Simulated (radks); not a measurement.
The numbers below are computed, except where a source is named.
Problem. Er, 68 electrons, occupied as [Xe] 4f12 6s1 5f1 (not the ground configuration). Level of theory: non-relativistic Kohn-Sham, PBEsol, spin-polarised, spherical densities, point nucleus; open shells are filled with parallel spins first (spin-orbit coupling, left out, can overturn this in heavy ions); relativity is left out, which matters for an element this heavy (a radial shooting solver on a logarithmic mesh with Libxc functionals). Some entries of the table are withheld. Estimate them.

orbital  occ.  eigenvalue (Ry)  <r^2> (bohr^2)
1s up       1        -3925.717       0.0006647
1s down     1        -3925.717       0.0006647
2s up       1        -633.1630         0.01050
2s down     1        -633.1592         0.01050
2p up       3        -604.4151        0.007786
2p down     3        -604.4128        0.007786
3s up       1        -141.0375         0.06704
3s down     1        -140.9583         0.06701
3p up       3        -128.0065         0.06241
3p down     3        -127.9344         0.06238
3d up       5        -103.7014         0.04926
3d down     5        -103.6493         0.04922
4s up       1        -27.27431          0.3363
4s down     1        -27.14273          0.3365
4p up       3        -22.04671          0.3531
4p down     3        -21.91577          0.3533
4d up       5        -12.64209          0.3982
4d down     5        -12.51234          0.3989
5s up       1         -3.57886           2.079
5s down     1         -3.52344           2.092
5p up       3         -2.20985             (1)
5p down     3         -2.16282             (2)
4f up       7         -0.92423          0.8103
4f down     5         -0.80725          0.8387
6s up       1              (3)           16.73
6s down     0              (4)           16.21
5f up       1         -0.03372           293.2

Solution. 
(1) 5p up <r^2> (bohr^2): 2.715
(2) 5p down <r^2> (bohr^2): 2.725
(3) 6s up eigenvalue (Ry): -0.51142
(4) 6s down eigenvalue (Ry): -0.43227
